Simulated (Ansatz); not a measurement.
Coupled-cluster run, Cl3GaH3P (`[PH3+][Ga-]([Cl])([Cl])[Cl]`).

```yaml
crystal:
  periodic: [false, false, false]
  atoms:
    - {symbol: P, position_ang: [-1.022878, -0.126699, 0.469815]}
    - {symbol: Ga, position_ang: [1.222770, 0.133670, -0.565687]}
    - {symbol: Cl, position_ang: [2.062933, -1.803559, -0.144045]}
    - {symbol: Cl, position_ang: [0.659461, 0.530058, -2.605633]}
    - {symbol: Cl, position_ang: [1.978318, 1.794241, 0.577821]}
    - {symbol: H, position_ang: [-1.882269, 0.986420, 0.432892]}
    - {symbol: H, position_ang: [-1.065148, -0.446783, 1.838995]}
    - {symbol: H, position_ang: [-1.861086, -1.124450, -0.060057]}
basis:
  gaussian: {orbitals: def2-TZVPP}
correlation: {method: ccsd_t}
output: {orbitals: {seedname: orbitals}}
```

```sh
$ ansatz run in.yaml --threads 4 --pin off --events-out ev --progress --plain
```

Output of Ansatz, abridged:

```
Functional definition: HF
1542 factors; integrals over basis functions are off by at most 9.0e-4 eV
mean field evaluation 1: about -99168.7498 eV, gradient 2.5e1 eV
mean field evaluation 2: about -99168.9213 eV, gradient 2.5e1 eV
mean field evaluation 4: about -99171.2237 eV, gradient 3.9e0 eV
mean field evaluation 8: about -99171.2820 eV, gradient 3.6e-1 eV
mean field evaluation 16: about -99171.2828 eV, gradient 2.7e-6 eV
mean field -99171.28280333 eV, -3644.4774223127 hartree, gradient 2.7e-6 eV, S^2 0.000000; 0 other end points of the search recorded, 0 dependent functions left out
29 core orbitals not correlated: weight in the atoms' cores, before any rotation towards them, 1.000 or more for the frozen orbitals, at most 0.000 for the correlated occupied ones
reference -99171.28280333 eV, -3644.4774223127 hartree; 21, 21 occupied and 208, 208 virtual orbitals, 1542 factors
second order -25.85345834 eV of doubles, -0.00000000 eV of singles
cycle   1  -26.76972455 eV  change   -9.2e-1 eV  update   1.1e-1
cycle   2  -27.46938371 eV  change   -7.0e-1 eV  update   3.2e-2
cycle   3  -27.58139864 eV  change   -1.1e-1 eV  update   1.6e-2
cycle   4  -27.56888881 eV  change    1.3e-2 eV  update   3.6e-3
cycle   5  -27.56692746 eV  change    2.0e-3 eV  update   1.3e-3
cycle   6  -27.56698693 eV  change   -5.9e-5 eV  update   4.1e-4
cycle   7  -27.56694439 eV  change    4.3e-5 eV  update   1.5e-4
cycle   8  -27.56698212 eV  change   -3.8e-5 eV  update   5.4e-5
cycle   9  -27.56701400 eV  change   -3.2e-5 eV  update   1.9e-5
perturbative correction -1.17794311 eV, -0.0432886108 hartree
Total energy: -99200.02776044 eV, -3645.5337800023 hartree
```

Run time 5 min (4 threads of a server CPU on a shared host); peak host memory 5.3 GiB.

The correlation energy is -28.745 eV, 4.1 % of it from (T); the T1 diagnostic reads 0.0110.
